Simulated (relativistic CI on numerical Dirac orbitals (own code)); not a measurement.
# Cr3+: M2,3 absorption edge

Computed with this model: Dirac-Coulomb-Breit CI, separate exchange-only KLI orbitals for each configuration, QED by a radiative potential, valence Slater integrals scaled by 0.7, multiplet model of core-to-valence dipole absorption; configurations [Ar] 3d3 → [Ne] 3s2 3p5 3d4; 300 K; Lorentzian 1.2 eV and Gaussian 0.3 eV FWHM. Energies are those of the free ion, without screening or charge transfer. The branching ratio is the share of the lower-energy edge in the whole absorption, uncertain by about 0.02 where the edges overlap. S is read from ⟨S²⟩ = S(S + 1).

Field parameters in Wybourne normalisation: Oh B⁴₀ = 21Dq, B⁴₄ = √(5/14) B⁴₀. The field is a parameter set, without covalency.

Computed curve for Oh, 10Dq = 4100 cm⁻¹, scaled to 100 at the maximum (points under 2 are left out and the grid is thinned):

```
Energy (eV)  Intensity
      43.00        2.2
      43.25        2.5
      43.75        3.5
      44.00        4.2
      44.50        6.6
      44.75        8.3
      45.25       10.6
      45.50       10.8
      45.75       10.8
      46.25       10.1
      46.50        9.5
      47.00        9.0
      47.25        9.6
      47.75       13.2
      48.00       16.4
      48.25       20.6
      48.75       34.0
      49.00       42.7
      49.50       53.8
      49.75       58.1
      50.00       66.2
      50.50       78.8
      50.75       71.3
      51.25       44.1
      51.50       34.7
      52.00       27.5
      52.25       28.7
      52.50       32.9
      53.00       45.7
      53.25       52.6
      53.75       81.4
      54.00       96.9
      54.50       81.7
      54.75       61.1
      55.00       44.2
      55.50       24.9
      55.75       20.2
      56.25       16.0
      56.50       15.6
      57.00       17.9
      57.25       20.9
      57.50       26.1
      58.00       48.2
      58.25       67.8
      58.75      100.0
      59.00       86.0
      59.25       61.8
      59.75       29.2
      60.00       21.1
      60.50       12.4
      60.75       10.0
      61.25        6.9
      61.50        5.9
      61.75        5.1
      62.25        3.9
      62.50        3.5
      63.00        2.8
      63.25        2.6
      63.75        2.2
      64.00        2.0
```

The ground state has S = 1.50, and the centroid lies at 53.79 eV.
